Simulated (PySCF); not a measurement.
**Electronic absorption of C3H16Si4**

Compound: C3H16Si4.
Atom-mapped SMILES: `[CH3:1][Si@@H:2]([CH2:3][SiH3:4])[CH:5]([SiH3:6])[SiH3:7]` (hydrogens: H8, H9, H10 on C1; H11 on Si2; H12, H13 on C3; H14, H15, H16 on Si4; H17 on C5; H18, H19, H20 on Si6; H21, H22, H23 on Si7)

Structure used (PBE0-D3(BJ)/def2-SVP), in Å, numbered top down from 1:
```
atom  x, y, z in Å
C1     0.9658   -1.9123    0.7965
Si2    0.4798   -0.0987    0.7233
C3     1.0827    0.6921   -0.8770
Si4    2.9221    0.5216   -1.2236
C5    -1.3972    0.1047    0.8756
Si6   -2.3633   -1.0724   -0.2311
Si7   -1.9335    1.8891    0.6012
H8     2.0606   -2.0225    0.8447
H9     0.6135   -2.4580   -0.0935
H10    0.5368   -2.3997    1.6857
H11    1.1103    0.6275    1.8731
H12    0.8415    1.7698   -0.8548
H13    0.5253    0.2610   -1.7273
H14    3.3131    1.2767   -2.4540
H15    3.2884   -0.9152   -1.4238
H16    3.7219    1.0479   -0.0738
H17   -1.6568   -0.1508    1.9208
H18   -2.2613   -2.4802    0.2626
H19   -3.8113   -0.6967   -0.2837
H20   -1.8250   -1.0250   -1.6269
H21   -3.2906    2.1284    1.1810
H22   -0.9690    2.8451    1.2321
H23   -1.9901    2.1894   -0.8638
```

Computed, not measured: PySCF 2.14.0, density-fitted response routines, TDDFT wB97X-D/def2-SVPD, vertical, gas phase, core orbitals frozen in the response.

Question: List the vertical singlet excitations with oscillator strengths and describe the spectrum.

Answer: 

| state | λ (nm) | E (eV) | f | \|μ\| (D) | main configurations (H = HOMO, L = LUMO) |
| --- | --- | --- | --- | --- | --- |
| S1 | 157.2 | 7.89 | 0.040 | 1.16 | H→L (54%), H→L+1 (32%) |
| S2 | 153.9 | 8.05 | 0.041 | 1.16 | H-1→L (49%), H-1→L+1 (15%), H→L+2 (10%) |
| S3 | 152.7 | 8.12 | 0.0027 | 0.30 | H→L+2 (32%), H-1→L+1 (14%), H-2→L (10%) |
| S4 | 151.0 | 8.21 | 0.0083 | 0.52 | H-2→L (24%), H-1→L+1 (14%), H→L+2 (11%) |
| S5 | 149.1 | 8.31 | 0.011 | 0.58 | H-1→L+2 (56%), H-2→L+2 (9%) |
| S6 | 148.4 | 8.36 | 0.032 | 1.01 | H→L+1 (20%), H→L+5 (18%), H→L+2 (15%) |
| S7 | 147.1 | 8.43 | 0.071 | 1.49 | H-1→L+1 (16%), H-1→L+5 (15%), H-2→L (10%) |
| S8 | 146.9 | 8.44 | 0.027 | 0.92 | H→L+3 (20%), H→L+1 (10%), H-2→L (10%) |
| S9 | 145.2 | 8.54 | 0.032 | 0.99 | H-2→L+1 (38%) |
| S10 | 144.4 | 8.59 | 0.069 | 1.46 | H-1→L+3 (20%), H-1→L (8%) |

Triplets, Tamm–Dancoff:

```csv
state,E (eV),λ (nm),"main configurations (H = HOMO, L = LUMO)"
T1,7.60,163.1,"H→L+1 (41%), H→L (40%)"
T2,7.72,160.7,"H-1→L (34%), H-1→L+1 (33%)"
T3,7.80,159.0,"H→L+2 (25%), H→L (14%), H→L+1 (12%)"
T4,7.96,155.7,"H→L+2 (30%), H-2→L (12%)"
```

The lowest singlet comes at 157 nm (761 kJ/mol) in the vacuum ultraviolet; it is of moderate strength; its leading configuration is HOMO→LUMO (54%). The largest oscillator strength of a single state is 0.071. S7/S8 lie within about 0.01 eV of each other. Löwdin shares by element: HOMO carbon 39% or more, silicon 22% or more (atoms not listed hold the other 40%); LUMO silicon 47% (atoms not listed hold the other 53%). Orbital energies (eV): HOMO-3 -11.07, HOMO-2 -10.53, HOMO-1 -10.32, HOMO -10.18, LUMO 1.77, LUMO+1 1.99, LUMO+2 2.14. Of the 10 states listed, 8 reach f = 0.01 and none stays under 0.0005. The oscillator strengths of these states sum to 0.334; summed over the whole spectrum of an exact calculation they would give the number of electrons, 90 (Thomas–Reiche–Kuhn). All these states lie below the vertical ionisation energy of 10.12 eV (ΔSCF). Singlets were solved by full linear response, triplets in the Tamm–Dancoff approximation.

One conformer stands for the species.
